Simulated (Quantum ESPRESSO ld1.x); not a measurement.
Species: Nd26+. Configuration: [Ar] 3d10 4s2 4p4. Method: Dirac Kohn-Sham, revPBE, spin-unpolarised, spherical densities, point nucleus; open shells are shared between the two j in proportion to 2j + 1; computed with ld1.x of Quantum ESPRESSO 7.5.

X-ray form factor f0, the Fourier transform of the density (f0(0) = 34):

| sin(theta)/lambda (1/angstrom) | f0 (electrons) |
|---|---|
| 0.05 | 33.936 |
| 0.1 | 33.745 |
| 0.15 | 33.431 |
| 0.2 | 33.002 |
| 0.25 | 32.466 |
| 0.3 | 31.836 |
| 0.4 | 30.342 |
| 0.5 | 28.631 |
| 0.6 | 26.813 |
| 0.8 | 23.217 |
| 1 | 20.032 |
| 1.25 | 16.786 |
| 1.5 | 14.177 |
| 2 | 10.143 |
